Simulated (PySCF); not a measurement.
C₂H₈BNO, SMILES OBN(C)C.

Geometry: TPSSh-D3(BJ)/def2-SVP. The structure was generated by enumeration, and PubChem lists no compound with its InChIKey, so it may never have been made. Other conformers were not sampled.

Computed with M06-2X/def2-TZVP (PySCF).

Symmetry labels are those of the subgroup Cs that the program uses (full group Cs).

Computed valence orbital energies around the gap with their symmetry:
```
orbital  symmetry  energy (eV)
-------  --------  -----------
HOMO−7         A"       -14.57
HOMO−6         A"       -12.60
HOMO−5         A'       -12.60
HOMO−4         A'       -12.07
HOMO−3         A'       -11.94
HOMO−2         A"       -11.74
HOMO−1         A'       -10.76
HOMO           A"        -8.24
LUMO           A'         1.34
LUMO+1         A"         1.91
LUMO+2         A'         2.10
LUMO+3         A'         2.95
```
